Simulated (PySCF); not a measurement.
**Ionisation energy of Rb by level of theory**

Rb [Kr] 5s1 (2S) → Rb⁺ [Kr] (1S), as a difference of total energies. Calculation: PySCF 2.14, in def2-SVP with the def2 core potential (28 electrons); a scalar-relativistic core potential. The calculations carry no spin-orbit coupling.

```csv
method,ionisation energy (eV)
UHF,3.805
PBE,4.280
B3LYP,4.324
```

For comparison: 4.177 eV (measured; NIST Atomic Spectra Database, ionization energies).
